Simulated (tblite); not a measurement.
C8H16N2.
SMILES with atom numbers: `[CH3:1][CH2:2][CH2:3][NH:4][N:5]=[C:6]1[CH2:7][CH2:8][CH2:9][CH2:10]1` (hydrogens: H11, H12, H13 on C1; H14, H15 on C2; H16, H17 on C3; H18 on N4; H19, H20 on C7; H21, H22 on C8; H23, H24 on C9; H25, H26 on C10)

Computed with GFN2-xTB (tblite), gas phase: L-BFGS steps from a force-field or distance-geometry start until the largest atomic force falls under 0.01 eV/Å.

Step 70: E = -846.7970 eV
```
atom  x, y, z in Å  |  force x, y, z in eV/Å
C1      4.3117    0.2429   -0.6243   -0.053   0.002  -0.003
C2      2.8614   -0.2266   -0.5796   -0.024  -0.005  -0.037
C3      2.2647   -0.2324    0.8343    0.021  -0.004  -0.044
N4      0.8763   -0.6329    0.8777   -0.017  -0.031  -0.013
N5      0.0235    0.3619    0.5607    0.008   0.040   0.036
C6     -1.1865    0.2039    0.2358    0.016   0.019  -0.034
C7     -1.9960   -1.0623    0.0534    0.036  -0.022   0.022
C8     -3.4423   -0.5852   -0.1453    0.050  -0.004   0.006
C9     -3.4636    0.8554    0.3760   -0.024   0.004  -0.016
C10    -2.0796    1.3919    0.0213   -0.001   0.030   0.007
H11     4.6363    0.3198   -1.6603    0.038  -0.010   0.030
H12     4.9699   -0.4552   -0.1102   -0.059   0.017   0.025
H13     4.4152    1.2216   -0.1618   -0.019  -0.008   0.018
H14     2.8036   -1.2337   -1.0051   -0.058   0.038   0.017
H15     2.2477    0.4406   -1.1917    0.018  -0.056  -0.015
H16     2.2893    0.7775    1.2445    0.053   0.059   0.009
H17     2.8356   -0.8899    1.4929    0.026  -0.097  -0.005
H18     0.6777   -1.5759    0.5409    0.002   0.108  -0.030
H19    -1.8901   -1.6899    0.9415   -0.048  -0.041   0.003
H20    -1.6371   -1.6316   -0.8100    0.000  -0.038   0.068
H21    -3.6938   -0.5999   -1.2080    0.007   0.029   0.030
H22    -4.1654   -1.2094    0.3801    0.045  -0.039  -0.029
H23    -3.6019    0.8644    1.4598    0.061  -0.031  -0.038
H24    -4.2673    1.4386   -0.0691   -0.031   0.029  -0.031
H25    -1.7720    2.2447    0.6218    0.003   0.005   0.013
H26    -2.0384    1.6842   -1.0324   -0.049   0.009   0.010
```

Step 71: E = -846.7998 eV
```
atom  x, y, z in Å  |  force x, y, z in eV/Å
C1      4.3095    0.2430   -0.6270   -0.056  -0.025  -0.004
C2      2.8610   -0.2303   -0.5821   -0.045  -0.001  -0.008
C3      2.2668   -0.2309    0.8332   -0.004   0.014  -0.003
N4      0.8776   -0.6303    0.8803   -0.008   0.006  -0.001
N5      0.0234    0.3650    0.5672    0.007   0.019   0.026
C6     -1.1859    0.2040    0.2408    0.028   0.042  -0.069
C7     -1.9947   -1.0634    0.0546    0.052   0.016   0.030
C8     -3.4387   -0.5841   -0.1529    0.050  -0.001   0.003
C9     -3.4625    0.8524    0.3775   -0.031   0.007  -0.005
C10    -2.0791    1.3918    0.0244   -0.037   0.030   0.039
H11     4.6366    0.3145   -1.6623    0.042  -0.003   0.026
H12     4.9647   -0.4537   -0.1079   -0.032   0.020   0.030
H13     4.4104    1.2236   -0.1675   -0.021  -0.019   0.009
H14     2.8001   -1.2387   -1.0037   -0.028   0.030   0.022
H15     2.2470    0.4319   -1.1980   -0.005  -0.029  -0.012
H16     2.2910    0.7814    1.2416    0.058   0.014  -0.017
H17     2.8377   -0.8867    1.4962    0.009  -0.070  -0.047
H18     0.6751   -1.5707    0.5411    0.010   0.069  -0.036
H19    -1.8968   -1.6854    0.9476   -0.045  -0.049  -0.002
H20    -1.6325   -1.6391   -0.8033    0.006  -0.022   0.073
H21    -3.6840   -0.5860   -1.2179    0.014  -0.008   0.058
H22    -4.1616   -1.2122    0.3670    0.013  -0.042  -0.054
H23    -3.6033    0.8536    1.4619    0.081  -0.020  -0.063
H24    -4.2659    1.4373   -0.0647   -0.048   0.036  -0.035
H25    -1.7797    2.2467    0.6251    0.036   0.005   0.036
H26    -2.0374    1.6888   -1.0281   -0.049  -0.018   0.004
```

Step 72: E = -846.8023 eV
```
atom  x, y, z in Å  |  force x, y, z in eV/Å
C1      4.3078    0.2431   -0.6302   -0.038  -0.042   0.006
C2      2.8612   -0.2339   -0.5847   -0.063   0.009   0.020
C3      2.2704   -0.2284    0.8330   -0.046   0.006  -0.012
N4      0.8792   -0.6238    0.8852   -0.005   0.018  -0.002
N5      0.0225    0.3694    0.5725    0.011   0.017   0.010
C6     -1.1853    0.2048    0.2412    0.036   0.054  -0.062
C7     -1.9939   -1.0640    0.0545    0.063   0.027   0.018
C8     -3.4357   -0.5828   -0.1609   -0.003  -0.025   0.022
C9     -3.4630    0.8501    0.3785   -0.039  -0.003   0.004
C10    -2.0804    1.3930    0.0276   -0.048   0.026   0.046
H11     4.6387    0.3098   -1.6645    0.036   0.001   0.024
H12     4.9608   -0.4514   -0.1059   -0.011   0.021   0.031
H13     4.4073    1.2258   -0.1735   -0.031  -0.035  -0.004
H14     2.7979   -1.2443   -1.0003    0.001   0.016   0.022
H15     2.2474    0.4219   -1.2059   -0.031   0.002  -0.005
H16     2.3003    0.7845    1.2405    0.054   0.000  -0.027
H17     2.8394   -0.8874    1.4952    0.006  -0.050  -0.058
H18     0.6725   -1.5638    0.5494    0.022   0.044  -0.040
H19    -1.9047   -1.6817    0.9515   -0.035  -0.039   0.006
H20    -1.6303   -1.6499   -0.7965    0.011   0.015   0.076
H21    -3.6769   -0.5733   -1.2271    0.028  -0.039   0.068
H22    -4.1600   -1.2174    0.3528    0.029  -0.002  -0.093
H23    -3.6032    0.8417    1.4635    0.081  -0.001  -0.082
H24    -4.2670    1.4373   -0.0610   -0.038   0.021  -0.017
H25    -1.7869    2.2477    0.6318    0.057  -0.008   0.036
H26    -2.0392    1.6955   -1.0237   -0.046  -0.032   0.014
```

Step 73: E = -846.8050 eV
```
atom  x, y, z in Å  |  force x, y, z in eV/Å
C1      4.3045    0.2425   -0.6324   -0.014  -0.043   0.009
C2      2.8591   -0.2362   -0.5860   -0.053   0.006   0.031
C3      2.2725   -0.2267    0.8330   -0.044   0.017   0.031
N4      0.8804   -0.6204    0.8881    0.001   0.063   0.012
N5      0.0230    0.3733    0.5777    0.010   0.019  -0.008
C6     -1.1834    0.2068    0.2417    0.025   0.046  -0.032
C7     -1.9911   -1.0635    0.0562    0.025   0.039   0.026
C8     -3.4318   -0.5814   -0.1664   -0.007  -0.023   0.002
C9     -3.4635    0.8484    0.3788   -0.022  -0.011  -0.003
C10    -2.0815    1.3942    0.0309   -0.041   0.008   0.037
H11     4.6405    0.3054   -1.6654    0.023   0.002   0.024
H12     4.9553   -0.4496   -0.1032    0.007   0.011   0.038
H13     4.4028    1.2264   -0.1777   -0.036  -0.037  -0.013
H14     2.7940   -1.2478   -0.9966    0.020  -0.012   0.013
H15     2.2458    0.4138   -1.2119   -0.058   0.038  -0.002
H16     2.3047    0.7887    1.2393    0.055  -0.065  -0.040
H17     2.8425   -0.8893    1.4951   -0.033   0.013  -0.101
H18     0.6727   -1.5565    0.5457    0.016  -0.011  -0.046
H19    -1.9122   -1.6791    0.9562   -0.012  -0.013   0.008
H20    -1.6280   -1.6582   -0.7880    0.031   0.025   0.049
H21    -3.6696   -0.5628   -1.2333    0.043  -0.066   0.064
H22    -4.1560   -1.2207    0.3406    0.005  -0.003  -0.092
H23    -3.6004    0.8321    1.4631    0.055   0.019  -0.053
H24    -4.2679    1.4369   -0.0596   -0.027   0.007   0.006
H25    -1.7916    2.2485    0.6371    0.068  -0.007   0.035
H26    -2.0418    1.6978   -1.0198   -0.034  -0.023   0.006
```

Q: Estimate the geometry and energy of step 74. (The exact step hangs on the optimiser's Hessian estimate; all steps are aligned on step 73, rigid shifts and turns removed.)

A: E = -846.8075 eV, largest force 0.155 eV/Å
```
atom  x, y, z in Å  |  force x, y, z in eV/Å
C1      4.3016    0.2398   -0.6400    0.020  -0.027   0.023
C2      2.8578   -0.2435   -0.5857   -0.030   0.011   0.020
C3      2.2740   -0.2228    0.8347   -0.035   0.012   0.014
N4      0.8814   -0.6139    0.8937   -0.001   0.070   0.020
N5      0.0230    0.3793    0.5858    0.006   0.036  -0.030
C6     -1.1821    0.2119    0.2445    0.000   0.025   0.023
C7     -1.9879   -1.0605    0.0608   -0.023   0.007   0.009
C8     -3.4263   -0.5786   -0.1818   -0.056  -0.045  -0.017
C9     -3.4667    0.8447    0.3814   -0.015  -0.042  -0.007
C10    -2.0858    1.3978    0.0413   -0.017  -0.009   0.010
H11     4.6389    0.2926   -1.6738    0.004  -0.004   0.041
H12     4.9562   -0.4426   -0.1021   -0.004   0.010   0.028
H13     4.3986    1.2297   -0.1961   -0.049  -0.053  -0.024
H14     2.7958   -1.2590   -0.9859    0.023  -0.026   0.009
H15     2.2431    0.3969   -1.2200   -0.071   0.047   0.012
H16     2.3097    0.7960    1.2329    0.053  -0.089  -0.031
H17     2.8446   -0.8858    1.4979   -0.052   0.050  -0.109
H18     0.6716   -1.5496    0.5522    0.016  -0.027  -0.049
H19    -1.9250   -1.6704    0.9673    0.002   0.028  -0.003
H20    -1.6178   -1.6691   -0.7712    0.031   0.057   0.047
H21    -3.6468   -0.5427   -1.2540    0.067  -0.080   0.114
H22    -4.1604   -1.2294    0.3015    0.066   0.063  -0.116
H23    -3.5984    0.8107    1.4657    0.021   0.033  -0.048
H24    -4.2738    1.4373   -0.0500    0.008  -0.026   0.036
H25    -1.7993    2.2502    0.6527    0.061  -0.024   0.017
H26    -2.0473    1.7036   -1.0088   -0.023   0.001   0.011
```

The energy changes by -0.0026 eV. The first-order estimate −F·Δx gives -0.0039 eV and the mean of the old and new forces, exact on a quadratic surface, -0.0026 eV. The step makes an angle of 81° with the force vector and moves no atom by more than 0.040 Å.
